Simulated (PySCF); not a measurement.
Spin states and ions at one geometry of WO3(H2O)

PySCF 2.14.0, RKS PBE, W def2-SVP with ECP60, O def2-SVP, H def2-SVP; non-relativistic Hamiltonian with scalar-relativistic core potentials where named; density fitting; no spin-orbit coupling; singlets restricted, open shells unrestricted. The geometry is relaxed for charge 0, singlet, vacuum:

```xyz
7

W     0.0752   -0.0201    0.0201
O     1.0758    0.9418    1.0810
O    -1.0133   -0.9857    0.9857
O     1.0758   -1.0810   -0.9418
O    -1.1112    1.2861   -1.2861
H    -1.6112    2.0485   -0.9306
H    -1.6112    0.9306   -2.0485
```

Energies count from the relaxed state; an electron taken off or put on is at rest in vacuum. Charges and spins are Mulliken's.

```json
{"state": "charge 0, singlet, vacuum", "energy (eV)": "0.00", "spin squared": "0.00", "charge on W1 (e)": "0.82", "spin on W1 (e)": "0.00", "dipole about the centre of mass (D)": "9.61"}
{"state": "charge 0, triplet, vacuum", "energy (eV)": "3.88", "spin squared": "2.01", "charge on W1 (e)": "0.67", "spin on W1 (e)": "0.65", "dipole about the centre of mass (D)": "4.86"}
{"state": "charge -1, doublet, vacuum", "energy (eV)": "-0.56", "spin squared": "0.75", "charge on W1 (e)": "0.33", "spin on W1 (e)": "0.66", "dipole about the centre of mass (D)": "2.61"}
```

Question: What does the state charge +1, doublet, vacuum give?

Answer: energy (eV) 9.75, spin squared 0.76, charge on W1 (e) 1.14, spin on W1 (e) -0.17, dipole about the centre of mass (D) 8.29.

With an electron taken off (doublet) the charges change, summed by element, by W +0.33 e, O +0.61 e, H +0.07 e. The vertical ionisation energy is 9.75 eV, against −ε(HOMO) = 6.25 eV of the relaxed state. The level lies 3.5 eV too high, as is usual for semilocal functionals and global hybrids, which keep a self-interaction error.

With an electron put on (doublet) the charges change, summed by element, by W -0.49 e, O -0.05 e, H -0.47 e. The vertical electron affinity is 0.56 eV, against −ε(LUMO) = 3.06 eV of the relaxed state. The basis has no diffuse functions, which an added electron needs. The added electron's level lies above zero.

Open shells may have lower solutions than those found. Hard to converge, so the more doubtful: charge +1, doublet, vacuum.
